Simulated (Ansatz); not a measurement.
One change: `[NH2][Mg][O][SiH3]` becomes `[NH2][Cd][O][SiH3]`.

Ansatz, PBE0-D4/def2-TZVP geometries, multiplicity 1. Each molecule was computed in one conformer, which needn't be the lowest.

Elements past krypton have def2 core potentials.

```json
{"property": "LUMO energy (PBE0/def2-TZVPP) / eV", "`[NH2][Mg][O][SiH3]`": "-1.20"}
{"property": "size of the dipole moment (ωB97M-V/def2-TZVPP) / D", "`[NH2][Mg][O][SiH3]`": "2.26"}
{"property": "size of the dipole moment (PBE/def2-TZVPP) / D", "`[NH2][Mg][O][SiH3]`": "2.36"}
{"property": "HOMO–LUMO gap (ωB97M-V/def2-TZVPP) / eV", "`[NH2][Mg][O][SiH3]`": "9.03"}
{"property": "LUMO energy (B3LYP/def2-TZVPP) / eV", "`[NH2][Mg][O][SiH3]`": "-1.50"}
{"property": "LUMO energy (PBE/def2-TZVPP) / eV", "`[NH2][Mg][O][SiH3]`": "-1.94"}
```

Task: Give the same properties after the change, and the shifts. (An estimate is asked.)

Result: Computed: 
```
                                          property  `[NH2][Cd][O][SiH3]`  shift
                LUMO energy (PBE0/def2-TZVPP) / eV                 -1.28  -0.08
size of the dipole moment (ωB97M-V/def2-TZVPP) / D                  2.72   0.46
    size of the dipole moment (PBE/def2-TZVPP) / D                  2.80   0.44
           HOMO–LUMO gap (ωB97M-V/def2-TZVPP) / eV                 10.11   1.08
               LUMO energy (B3LYP/def2-TZVPP) / eV                 -1.60  -0.10
                 LUMO energy (PBE/def2-TZVPP) / eV                 -2.17  -0.23
```

With PBE0 the HOMO falls by 0.84 eV and the LUMO falls by 0.08 eV, so the gap widens by about 0.76 eV. PBE moves the HOMO by -0.86 eV and ωB97M-V by -0.76 eV. Dipoles are sizes alone; their direction can turn.

B3LYP here is the variant with VWN-RPA as its local correlation; programs differ in this.
